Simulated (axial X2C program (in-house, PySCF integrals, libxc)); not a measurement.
Spin–orbit effects down a group: molecules with I (ions), HF

Calculated with an in-house all-electron X2C program for linear molecules (integrals from PySCF), spin-free (one-electron X2C) or two-component (2c: spin–orbit coupling with atomic mean-field Coulomb and Gaunt terms, which also bring small scalar terms), in Dyall basis sets with cores contracted in-house; open shells are unrestricted.

Basis sets: C dyall-av3z, Ge dyall-acv3z, I dyall-acv3z, Si dyall-av3z.

```tsv
molecule	spin-free state	Re (Å)	ωe (cm⁻¹)	De (eV)	2c state	Re 2c (Å)	ωe 2c (cm⁻¹)	De 2c (eV)
CI⁻	M_S = 1, Λ = 0	2.486	211.0	0.45	Ω = 1	2.487	211.3	0.45
SiI⁻	M_S = 1, Λ = 0	2.764	200.3	0.98	Ω = 1	2.767	199.5	0.98
GeI⁻	M_S = 1, Λ = 0	2.868	130.9	0.90	Ω = 1	2.871	130.2	n/a
```

Work out the shifts from the spin-free to the two-component result.



| molecule | 2c state | ΔRe (Å) | Δωe (cm⁻¹) | ΔDe (eV) |
| --- | --- | --- | --- | --- |
| CI⁻ | Ω = 1 | 0.001 | 0.3 | 0.00 |
| SiI⁻ | Ω = 1 | 0.003 | -0.8 | 0.00 |
| GeI⁻ | Ω = 1 | 0.003 | -0.7 | n/a |

Shifts of one unit in the last digit are rounding.

Fragments in 2c: I- + C, I- + Si, I- + Ge. Each entry is the lowest single determinant of a limited PBE0 search at one distance. De goes to single-determinant-based atoms at the same level (for ions the charge split of lowest energy) and is withheld (n/a) where an atom does not fit its ground term or J level. Main or longest-lived isotopes. One determinant is a doubtful description, or other states lie close, for CI⁻, SiI⁻, GeI⁻; these need not be ground states, and all values refer to the states named. Some open-shell Ω = 0 determinants are out of reach, so the Ω given for CI⁻, SiI⁻, GeI⁻ need not be the lowest component. With several unpaired electrons the Ω given is that of one determinant, not necessarily of the lowest component. Some light 2c atoms are not at their ground J level, so De misses part of their lowering (0.04 eV or less).
